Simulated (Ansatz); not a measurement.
A search over several starts for the lowest SCF solution of AlH₂SF₃⁺, that is Al(H2S)F3 with one electron fewer at the given spin, in a small basis.

```yaml
crystal:
  periodic: [false, false, false]
  atoms:
    - {symbol: Al, position_ang: [0.136415, -0.233492, -0.996358]}
    - {symbol: S, position_ang: [0.151250, -0.251414, 1.508065]}
    - {symbol: H, position_ang: [0.516887, 1.060232, 1.603033]}
    - {symbol: H, position_ang: [-1.173965, 0.060527, 1.606011]}
    - {symbol: F, position_ang: [1.785752, -0.198127, -1.274315]}
    - {symbol: F, position_ang: [-0.698992, 1.208785, -1.179112]}
    - {symbol: F, position_ang: [-0.717347, -1.646512, -1.267334]}
basis:
  gaussian: {orbitals: def2-SVP}
total_charge: 1
magnetization: {spin_polarized: true, initial_magnetization: 1}
hamiltonian: {xc: pbe0, dispersion: d4}
output: {orbitals: {seedname: orbitals}}
```

```sh
$ ansatz run in.yaml --threads 2 --pin off --events-out ev --progress --plain --max-ram 32768MiB --backend cpu
```

It prints (some lines left out):

```
Functional definition: PBE0
801 factors; integrals over basis functions are off by at most 1.2e-3 eV
mean field evaluation 1: about -25567.9927 eV, gradient 6.6e1 eV
mean field evaluation 2: about -25390.3198 eV, gradient 1.8e2 eV
mean field evaluation 4: about -25582.1655 eV, gradient 1.4e1 eV
mean field evaluation 8: about -25583.0642 eV, gradient 4.4e-1 eV
mean field evaluation 16: about -25583.1840 eV, gradient 6.9e-3 eV
mean field evaluation 32: about -25583.1840 eV, gradient 4.1e-5 eV
mean field evaluation 64: about -25583.0400 eV, gradient 1.4e0 eV
mean field -25583.18402738 eV, -940.1646721013 hartree, gradient 8.5e-6 eV, S^2 0.757061; 7 other end points of the search recorded, 0 dependent functions left out
reference -25583.18405717 eV, -940.1646731959 hartree; 29, 28 occupied and 59, 60 virtual orbitals, 801 factors
Total energy: -25583.28742045 eV, -940.1684717265 hartree
```

Run time 6 s (2 threads of AMD EPYC 7R13 on a shared host).
